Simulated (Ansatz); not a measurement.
Geometry optimisation, RKS r2SCAN-D4/def2-SVP in Ansatz.

Input file:

```yaml
crystal:
  periodic: [false, false, false]
  atoms:
    - { symbol: B, position_ang: [0.02166, 0.409142, -0.121763] }
    - { symbol: F, position_ang: [-0.117069, 0.558264, 1.185528] }
    - { symbol: Cl, position_ang: [1.608258, 0.599521, -0.839329] }
    - { symbol: Cl, position_ang: [-1.418063, 0.273476, -1.114449] }
    - { symbol: "N", position_ang: [0.102459, -2.152893, 0.836639] }
    - { symbol: H, position_ang: [-0.656056, -2.82677, 0.73486] }
    - { symbol: H, position_ang: [0.930978, -2.674129, 1.122205] }
    - { symbol: H, position_ang: [-0.148567, -1.526112, 1.624309] }
basis:
  gaussian: { orbitals: def2-SVP }
hamiltonian:
  xc: r2scan
  dispersion: d4
relax:
  f_tol: 0.03
  max_steps: 50
output:
  orbitals: {}
```

Run as:

```bash
$ ansatz run input.yaml --threads 2 --pin off --max-ram 3072MiB --backend cpu --events-out ev --progress --plain --runs-dir out
```

Question: Where does it end, and by what steps?

Answer: It converged. The force dipped under the threshold on the way, but the program's further checks kept it going. After 16 steps the energy has fallen by 1.012 eV; H6 moved furthest, 1.01 Å. Joined: B1–N5 (2.74 → 1.64 Å).

| step | energy less start (eV) | largest force component (eV/Å) | accepted |
| --- | --- | --- | --- |
| 0 | 0.0000 | 0.726 | yes |
| 1 | 0.0174 | 1.171 | no |
| 2 | -0.0490 | 0.590 | yes |
| 3 | -0.1430 | 0.576 | yes |
| 4 | -0.2916 | 1.222 | yes |
| 5 | -0.5890 | 1.482 | yes |
| 6 | -0.8339 | 2.004 | yes |
| 7 | -0.8678 | 0.934 | yes |
| 8 | -0.9421 | 0.333 | yes |
| 9 | -0.9625 | 0.407 | yes |
| 10 | -0.9702 | 0.324 | yes |
| 11 | -1.0007 | 0.095 | yes |
| 12 | -1.0098 | 0.014 | yes |
| 13 | -1.0006 | 0.455 | no |
| 14 | -1.0114 | 0.037 | yes |
| 15 | -1.0117 | 0.049 | yes |
| 16 | -1.0118 | 0.025 | yes |

```xyz
8
Properties=species:S:1:pos:R:3
B 0.040 -0.162 0.177
F 0.191 0.668 1.246
Cl 1.468 -0.137 -0.988
Cl -1.606 -0.025 -0.641
N 0.056 -1.676 0.808
H -0.048 -2.370 0.064
H 0.942 -1.848 1.291
H -0.718 -1.790 1.470
```

Whether the end is a true minimum wasn't checked by a vibrational analysis.

Time of the run: 49 s on 2 threads of Arm Neoverse V2, on a shared host, peak memory 0.16 GiB.
